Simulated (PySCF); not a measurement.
Compound: C5H13BSSi.
Z-matrix (Å and degrees, PBE0-D3(BJ)/def2-SVP geometry), rows numbered from 1:
```
Si
S   1  2.1563
B   2  1.8142  1  104.11
C   3  1.5749  2  116.52  1   174.80
C   4  1.5314  3  113.54  2   152.71
C   5  1.5249  4  112.41  3    44.73
C   6  1.5249  5  112.30  4   -59.47
C   7  1.5331  6  112.86  5    59.03
H   1  1.4927  2  111.45  3   -57.64
H   1  1.4929  2  111.72  3    64.78
H   1  1.4911  2  105.77  3  -176.46
H   4  1.1107  3  103.66  2   -89.36
H   4  1.1016  3  113.08  2    23.77
H   5  1.1026  4  110.42  3   168.03
H   5  1.1049  4  109.28  3   -75.98
H   6  1.1061  5  109.45  4    62.32
H   6  1.1023  5  109.79  4   178.35
H   7  1.1025  6  110.06  5  -177.30
H   7  1.1048  6  108.55  5   -61.94
H   8  1.1107  3  104.07  2    87.75
H   8  1.1027  3  113.98  2   -25.95
```

All values: PBE0/pcSseg-1 (PySCF, non-relativistic), on one gas-phase PBE0-D3(BJ)/def2-SVP geometry that isn't relaxed in the solvent. The solvent is an IEF-PCM continuum (Bondi radii, 1.10 Å for H, scaled by 1.2). The model holds no explicit solvent molecules, cavitation or dispersion.

Gas phase at PBE0/pcSseg-1: HOMO -7.73 eV, LUMO -0.73 eV, dipole 1.51 D.

Problem. What does the continuum do to the energy, the frontier levels and the dipole at PBE0/pcSseg-1 in chloroform and acetonitrile?

Solution. 
| solvent | ε | E(solvent) − E(gas) (kcal/mol) | polarisation term (kcal/mol) | distortion of the solute (kcal/mol) | HOMO (eV) | LUMO (eV) | dipole (D) |
| --- | --- | --- | --- | --- | --- | --- | --- |
| chloroform | 4.711 | -1.31 | -1.47 | 0.16 | -7.74 | -0.64 | 1.92 |
| acetonitrile | 35.69 | -1.83 | -2.16 | 0.33 | -7.76 | -0.63 | 2.11 |

The polarisation term is half the interaction of the solute with the surface charges that it induces; the rest is the cost of distorting the solute's density. The sum is the electrostatic part of solvation alone. From chloroform to acetonitrile the lowering changes by a factor 1.40, Onsager's factor (ε − 1)/(2ε + 1) by 1.35 and ε itself by 7.6.

Problem. Which radius a makes the point-dipole formula ΔE = −[(ε − 1)/(2ε + 1)]·μ²/a³ give the value in acetonitrile, with the gas-phase dipole?

Solution. μ = 0.596 au and |ΔE| = 0.00292 Eh give a = 2.05 Å; the farthest nucleus lies 4.94 Å from the centroid of the nuclei, so such a sphere wouldn't even hold the nuclei. The formula assumes a rigid point dipole at the centre of a sphere.

Problem. Which Hirshfeld charges (PBE0/pcSseg-1) respond most in acetonitrile (means over atoms taken as equivalent)?

Solution. 
```json
{"atoms": "S2", "environment": "sulfur bonded to B and Si", "gas (e)": "-0.113", "solvent (e)": "-0.144", "change": "-0.031"}
{"atoms": "Si1", "environment": "SiH3 silicon", "gas (e)": "+0.291", "solvent (e)": "+0.295", "change": "+0.004"}
{"atoms": "B3", "environment": "three-coordinate boron", "gas (e)": "+0.147", "solvent (e)": "+0.150", "change": "+0.003"}
{"atoms": "H9/H10/H11", "environment": "Si–H hydrogen", "gas (e)": "-0.070", "solvent (e)": "-0.068", "change": "+0.002"}
{"atoms": "H12/H13/H20/H21", "environment": "methylene hydrogen", "gas (e)": "+0.039", "solvent (e)": "+0.041", "change": "+0.002"}
{"atoms": "H16/H17", "environment": "methylene hydrogen", "gas (e)": "+0.036", "solvent (e)": "+0.037", "change": "+0.001"}
{"atoms": "H14/H15/H18/H19", "environment": "methylene hydrogen", "gas (e)": "+0.035", "solvent (e)": "+0.036", "change": "+0.001"}
{"atoms": "C4/C8", "environment": "sp3 carbon bound to boron", "gas (e)": "-0.144", "solvent (e)": "-0.144", "change": "0.000"}
{"atoms": "C6", "environment": "ring CH2 carbon", "gas (e)": "-0.066", "solvent (e)": "-0.066", "change": "0.000"}
{"atoms": "C5/C7", "environment": "ring CH2 carbon", "gas (e)": "-0.064", "solvent (e)": "-0.064", "change": "0.000"}
```

Problem. Which Mayer bond orders change most in acetonitrile?

Solution. 
```
   bond  length (Å)    gas  solvent  change
  S2–B3       1.814  1.184    1.143  -0.041
 Si1–S2       2.156  0.935    0.917  -0.018
  C8–B3       1.574  0.980    0.990  +0.010
Si1–H10       1.493  0.922    0.927  +0.005
 C8–H20       1.111  0.911    0.906  -0.005
  B3–C4       1.575  0.998    1.002  +0.004
 Si1–H9       1.493  0.923    0.927  +0.004
 C4–H12       1.111  0.913    0.909  -0.004
```

Problem. How do the nuclear quadrupole coupling constants eQVzz/h respond in acetonitrile?

Solution. 
```csv
nucleus,Q (barn),gas (MHz),solvent (MHz),η gas,η solvent
33S at S2,-0.06781,-19.95,-19.38,0.50,0.53
11B at B3,0.04059,4.57,4.61,0.50,0.52
```
